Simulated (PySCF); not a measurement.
Species: VHF3 (doublet state).
Bonds: V1–F3, V1–F4, V1–F5. Hydrogens: H2 on V1.

Theory: PBE0-D3(BJ)/def2-SVP geometry optimisation, gas phase in PySCF.

(1) How far are the bound atoms from V1?

(2) List the angles at V1.

(3) What is the shape at V1?

(4) What are the rotational constants (commonest isotopes, rigid rotor)?

## Answers

(1) 4 atoms: H2 1.587 Å, F3 1.692 Å, F5 1.704 Å, F4 1.710 Å.

(2) 
```json
{"angle": "F3–V1–F5", "degrees": "123.4", "distance of the outer atoms (Å)": "2.99"}
{"angle": "F3–V1–F4", "degrees": "118.7", "distance of the outer atoms (Å)": "2.93"}
{"angle": "F4–V1–F5", "degrees": "106.2", "distance of the outer atoms (Å)": "2.73"}
{"angle": "H2–V1–F4", "degrees": "102.8", "distance of the outer atoms (Å)": "2.58"}
{"angle": "H2–V1–F5", "degrees": "102.2", "distance of the outer atoms (Å)": "2.56"}
{"angle": "H2–V1–F3", "degrees": "99.7", "distance of the outer atoms (Å)": "2.51"}
```

(3) Distorted tetrahedral: angles from 99.7° to 123.4°; τ4 = (360° − α − β)/141° = 0.84 with α and β the two widest (0 for a square, 1 for a tetrahedron). The V–F distances aren't all alike: 1.692 to 1.710 Å.

(4) A = 6582, B = 5379, C = 3190 MHz: an asymmetric top.

Charge 0, doublet. ⟨S²⟩ = 0.757 (exact for a doublet: 0.75). PBE0-D3(BJ)/def2-SVP frequencies: not computed here.
